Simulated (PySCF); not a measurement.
**Re2O7: from a saddle point downhill**

PySCF 2.14.0, RKS PBE0, Re def2-SVP with ECP60, O def2-SVP; non-relativistic Hamiltonian with scalar-relativistic core potentials where named; density fitting; no spin-orbit coupling. Relaxed within the symmetry of its start, the geometry (C2v) is

```xyz
9

Re    0.0148    0.0000    1.3329
Re    0.0148    0.0000   -1.3329
O     1.4101    0.0000    0.0000
O    -0.8903    1.1326    0.0000
O    -0.8903   -1.1326    0.0000
O     0.0060    1.3181    2.3925
O     0.0060   -1.3181    2.3925
O     0.0060    1.3181   -2.3925
O     0.0060   -1.3181   -2.3925
```

and its lowest harmonic modes are -248, -94, 88, 178, 227, 257 cm⁻¹ (negative: unstable). It was moved along the lowest mode and relaxed again, within the group C2 that the move left.

Problem. Where does it end, and how much lower?

Solution. In D3, 4.510 eV lower, after 29 steps:
```xyz
9

Re   -0.0358    0.4698    1.8181
Re   -0.0358   -0.4698   -1.8181
O    -0.0394    0.0000    0.0000
O    -1.2803    1.5666    2.1465
O    -1.2803   -1.5666   -2.1465
O     1.4357    1.1889    2.2384
O    -0.2584   -0.9006    2.7833
O    -0.2584    0.9006   -2.7833
O     1.4357   -1.1889   -2.2384
```

Problem. How do the contacts change?

Solution. 
| contact | saddle (Å) | end (Å) |
| --- | --- | --- |
| Re1–O3 (O) | 1.930 | 1.878 |
| Re1–O4 (O) | 1.969 | 1.691 |
| Re1–O5 (O) | 1.969 | 4.627 |
| Re1–O6 (O) | 1.691 | 1.691 |
| Re1–O7 (O) | 1.691 | 1.691 |
| Re2–O8 (O) | 1.691 | 1.691 |
| Re2–O9 (O) | 1.691 | 1.691 |
| Re2–O5 (O) | 1.969 | 1.691 |


No frequency check is given for the end, and other unstable modes may remain.

No other spin state of this charge was computed.

State: singlet.
